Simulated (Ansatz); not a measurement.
Diatomic LiS, multiplicity 2 (lowest of 2S+1 = 2, 4 at CCSD(T)/def2-TZVPP on PBE0 minima; our sources give no spin for the ground state, which may be another).

D_e counts from the fitted minimum to each atom's lowest state at the same level, without counterpoise.

Correlated levels freeze the inner cores; with def2 sets outer-core shells near the valence are correlated too.

Codes used: Ansatz (a first-principles code) with Gaussian orbitals. Each number belongs to the level named beside it.

PBE/def2-TZVPP gives 72.89 kcal/mol for the bond energy D_e.

How do the other levels lie against it? Give each less PBE: r2SCAN/def2-TZVPP, PBE0/def2-TZVPP, wB97M-V/def2-TZVPP, B2PLYP/def2-TZVPP, CCSD(T)/def2-QZVPP.

r2SCAN/def2-TZVPP 1.15; PBE0/def2-TZVPP -1.47; wB97M-V/def2-TZVPP 3.86; B2PLYP/def2-TZVPP -1.26; CCSD(T)/def2-QZVPP 0.27 kcal/mol. 3 of 5 lie above PBE; the widest gap is to wB97M-V/def2-TZVPP.
